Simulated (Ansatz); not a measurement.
`B[SiH2][GeH2][SiH3]` + NH₃ → `B[SiH2]N` + `[SiH3][GeH3]` at 500 K and 1 bar (cleavage of the Si–Ge bond).

Calculated with Ansatz (gas phase, PBE0-D4/def2-TZVP geometries, no zero-point term in ΔE). CCSD(T)/CBS is the MP2 limit (def2-TZVPP, def2-QZVPP) plus CCSD(T) − MP2 in def2-TZVPP, frozen cores. This one scheme is used for every species. For Ge outer-core shells are correlated without core-valence functions, which leaves a few kJ/mol of doubt a bond. Scalar relativity is left out up to krypton. One conformer a species, not always the lowest.

```
              species  CCSD(T)/CBS energy (Eh)  H − E (kJ/mol)  S (J/(mol·K))
`B[SiH2][GeH2][SiH3]`              -2684.43718           266.1          500.5
                  NH₃                -56.50880           108.2          211.8
           `B[SiH2]N`               -372.16627           203.7          360.3
       `[SiH3][GeH3]`              -2368.78170           160.7          342.8
```

H − E and S are ideal-gas, rigid-rotor, harmonic terms from PBE0-D4/def2-TZVP, for one conformer and one mirror image of each species. 1 Eh = 2625.50 kJ/mol, R = 8.31446 J/(mol·K).

Task: By hand: ΔE, ΔH, ΔS and ΔG.

Result: ΔE = (-372.16627) + (-2368.78170) − (-2684.43718) − (-56.50880) = -0.00199 Eh = -5.2 kJ/mol. Δ(H − E) = 203.7 + 160.7 − 266.1 − 108.2 = -9.9, so ΔH = -15.1 kJ/mol. ΔS = 360.3 + 342.8 − 500.5 − 211.8 = -9.2 J/(mol·K). ΔG = -15.1 − 500 × (-9.2)/1000 = -10.5 kJ/mol.

Task: By hand: the equilibrium constant, and the temperature at which ΔG would vanish if ΔH and ΔS stayed fixed.

Result: log₁₀ K = −ΔG/(RT ln 10) = 1.1. ΔG = 0 at ΔH/ΔS = 1641 K, though so small a ΔS makes that figure unsure.

The number of gas molecules stays the same, so ΔS is small and ΔH decides. A doubt of 5 kJ/mol in ΔE shifts log₁₀ K by 0.5 here. Other conformers and mirror images would add mixing entropy, several J/(mol·K) or more a flexible species. Modes under 60 cm⁻¹, often nearly free rotors, make the harmonic entropy too high. These are equilibria of isolated gas molecules and say nothing of rates. Largest T1 diagnostic: 0.013 (customary marks: 0.02 for closed shells, 0.045 for open ones).
